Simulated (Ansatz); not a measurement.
Geometry optimisation, UKS PBE/def2-SVP in Ansatz 0.2.0.

Input:

```yaml
crystal:
  periodic: [false, false, false]
  atoms:
    - { symbol: Ta, position_ang: [0.0, 0.0, 0.0] }
    - { symbol: Cl, position_ang: [2.72, 0.0, 0.0] }
    - { symbol: O, position_ang: [0.0, 0.0, 2.02] }
    - { symbol: H, position_ang: [-0.2547, -0.9174, 2.3571] }
    - { symbol: O, position_ang: [0.0, 0.0, -2.02] }
    - { symbol: H, position_ang: [-0.6343, -0.71, -2.3571] }
    - { symbol: F, position_ang: [-0.965, 1.6714, 0.0] }
    - { symbol: F, position_ang: [-0.965, -1.6714, 0.0] }
    - { symbol: F, position_ang: [4.52, 0.0, 0.0] }
magnetization:
  spin_polarized: true
  initial_magnetization: 1
basis:
  gaussian: { orbitals: def2-SVP }
hamiltonian:
  xc: pbe
relax:
  f_tol: 0.15
  max_steps: 25
  restrain:
    - { distance: [1, 8], at: 1.5, k: 30.0 }
    - { distance: [0, 1], at: 3.67, k: 30.0 }
```

Run as:

```bash
$ ansatz run input.yaml --threads 4 --pin off --max-ram 5120MiB --backend cpu --events-out ev --progress --plain --runs-dir out
```

Task: Where does it end, and by what steps?

Result: The forces met the threshold. The restraints hold the end off the free minimum; the threshold counts their pulls, which the force column leaves out. Restrained pairs: Cl2–F9 (1.80 → 1.61 Å), Ta1–Cl2 (2.72 → 3.66 Å). After 21 steps the energy has fallen by 0.205 eV (the restraints' own energy left out); H4 moved furthest, 1.48 Å.

```json
{"step": "0", "energy less start (eV)": "0.0000", "largest force component (eV/Å)": "3.192", "accepted": "yes"}
{"step": "1", "energy less start (eV)": "0.4577", "largest force component (eV/Å)": "3.043", "accepted": "yes"}
{"step": "2", "energy less start (eV)": "0.9031", "largest force component (eV/Å)": "5.360", "accepted": "yes"}
{"step": "3", "energy less start (eV)": "0.4458", "largest force component (eV/Å)": "3.117", "accepted": "yes"}
{"step": "4", "energy less start (eV)": "0.2315", "largest force component (eV/Å)": "3.111", "accepted": "yes"}
{"step": "5", "energy less start (eV)": "0.1159", "largest force component (eV/Å)": "3.310", "accepted": "yes"}
{"step": "6", "energy less start (eV)": "0.0686", "largest force component (eV/Å)": "3.506", "accepted": "yes"}
{"step": "7", "energy less start (eV)": "0.0066", "largest force component (eV/Å)": "3.614", "accepted": "yes"}
{"step": "8", "energy less start (eV)": "-0.1348", "largest force component (eV/Å)": "2.904", "accepted": "yes"}
{"step": "9", "energy less start (eV)": "-0.2378", "largest force component (eV/Å)": "2.391", "accepted": "no"}
{"step": "10", "energy less start (eV)": "-0.1681", "largest force component (eV/Å)": "3.168", "accepted": "yes"}
{"step": "11", "energy less start (eV)": "-0.1659", "largest force component (eV/Å)": "3.457", "accepted": "yes"}
{"step": "12", "energy less start (eV)": "-0.2099", "largest force component (eV/Å)": "3.257", "accepted": "yes"}
{"step": "13", "energy less start (eV)": "-0.2152", "largest force component (eV/Å)": "3.421", "accepted": "yes"}
{"step": "14", "energy less start (eV)": "-0.1819", "largest force component (eV/Å)": "3.800", "accepted": "yes"}
{"step": "15", "energy less start (eV)": "-0.1821", "largest force component (eV/Å)": "3.800", "accepted": "yes"}
{"step": "16", "energy less start (eV)": "-0.1999", "largest force component (eV/Å)": "3.720", "accepted": "yes"}
{"step": "17", "energy less start (eV)": "-0.2211", "largest force component (eV/Å)": "3.580", "accepted": "yes"}
{"step": "18", "energy less start (eV)": "-0.2108", "largest force component (eV/Å)": "3.688", "accepted": "yes"}
{"step": "19", "energy less start (eV)": "-0.2177", "largest force component (eV/Å)": "3.615", "accepted": "yes"}
{"step": "20", "energy less start (eV)": "-0.2124", "largest force component (eV/Å)": "3.658", "accepted": "yes"}
{"step": "21", "energy less start (eV)": "-0.2046", "largest force component (eV/Å)": "3.705", "accepted": "yes"}
```

```xyz
9
Properties=species:S:1:pos:R:3
Ta -0.800 -0.094 0.002
Cl 2.848 -0.341 0.076
O 0.059 -0.219 1.689
H 1.007 -0.285 1.921
O -0.380 -0.105 -1.849
H 0.412 -0.151 -2.414
F -1.405 1.689 0.131
F -1.752 -1.722 0.068
F 4.431 -0.399 0.376
```

Run time: 36 s on 4 threads of Intel(R) Xeon(R) 6975P-C (Granite Rapids), on a shared host, peak memory 0.25 GiB.
